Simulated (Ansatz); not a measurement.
Isolated molecules relaxed with PBE0-D4/def2-TZVP in Ansatz; ΔE leaves out vibrations. CBS: MP2 limit from def2 TZ/QZ plus the TZ coupled-cluster correction, frozen cores. This one scheme is used for every species, atoms too. For atomizations the MP2-based limit and the directly extrapolated one differ by several kJ/mol either way, and by 10 to 25 for some Ge, Se and Sn compounds, so smaller differences from it don't rank the levels. Functionals use def2-TZVPP. HSE06 is defined as in plane-wave codes. Open shells (•) are unrestricted, without spin–orbit coupling. Spin–orbit coupling would lower the free atoms: a little for C, Si. Each species was taken in one conformer, which may not be the lowest.

`C/C=N/C[SiH3]` → 3 C• + 9 H• + N• + Si•  (atomization)

| level | ΔE (kJ/mol) |
| --- | --- |
| PBE-QIDH | 5148.8 |
| HSE06 | 5182.3 |
| CCSD(T)/def2-SVP | 4930.1 |
| HF/CBS(def2) | 3810.8 |

Task: What does CCSD(T)/CBS give? (Best estimate.)

Result: Computed: +5178.7 kJ/mol. The listed levels differ from it by -29.9, 3.6, -248.6, -1367.9 kJ/mol.

Largest T1 diagnostic among the species: 0.012.

Leaving LDA and LC-ωPBE aside and taking each functional with its dispersion term where it has one, the values, not all of them listed here, spread over 206.9 kJ/mol, from BHLYP-D4 to PBE-D4. LDA lies +632.4 kJ/mol from PBE without D4, its usual overbinding. The D4 term adds +41.5 kJ/mol with B3LYP and +22.0 kJ/mol with PBE0; it sums over pairs of atoms, weighted by their polarisabilities, and B3LYP, whose exchange is more repulsive, gets the larger term.

B3LYP here is the variant with VWN-RPA as its local correlation; programs differ in this.
